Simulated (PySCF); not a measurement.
## Computed properties of Sn(H)(F)(Me)2 (C₂H₇FSn), SMILES [CH3][SnH]([CH3])[F]

Sn(H)(F)(Me)2 (C2H7FSn), SMILES [CH3][SnH]([CH3])[F]. The structure is a stationary point at B3LYP-D3(BJ)/def2-SVP. The def2 effective core potentials stand for the cores of Sn; spin–orbit coupling is left out. One conformer was computed; it need not be the lowest. All values are computed for the isolated molecule unless a solvent is named; none is compared with measurement here.

**Structure.** The optimised structure has Cs symmetry. All 27 harmonic modes at B3LYP-D3(BJ)/def2-SVP (PySCF) are real, so it is a minimum. With heavy atoms numbered as in [SnH:1]([CH3:2])([CH3:3])[F:4], the shortest bond between them is Sn1–F4 at 1.962 Å and the longest Sn1–C2 at 2.157 Å.

**Vibrations.** The strongest infrared lines (harmonic, unscaled, degenerate partners summed) lie at 1886 cm⁻¹ (198 km/mol, H 99 %), 494 cm⁻¹ (86 km/mol, H 95 %), 780 cm⁻¹ (71 km/mol, H 81 %, C 17 %). The softest mode is at 46 cm⁻¹ and the zero-point energy is 50.1 kcal/mol.

**Electronic structure.** r2SCAN/def2-TZVP (PySCF) places the frontier levels at -7.28 and -0.56 eV, a gap of 6.72 eV, and gives a dipole moment of 3.19 D and a mean polarisability of 64.0 bohr³. PBE/def2-TZVP (PySCF) at the same geometry gives -7.00 and -0.93 eV, so its gap is 0.65 eV narrower. An orbital gap is neither the optical nor the fundamental gap.

**Excitations.** TDA-ωB97X/def2-SVPD (PySCF) has S1 at 7.26 eV (171 nm, f = 0.000, dark); the most intense of the 10 singlets computed lies at 8.05 eV (f = 0.40). T1 (TDA) is at 6.86 eV, 0.40 eV under S1. TDA-PBE/def2-SVPD (PySCF) puts S1 at 6.29 eV. No vertical singlet excitation falls in the visible range (under 3.1 eV).
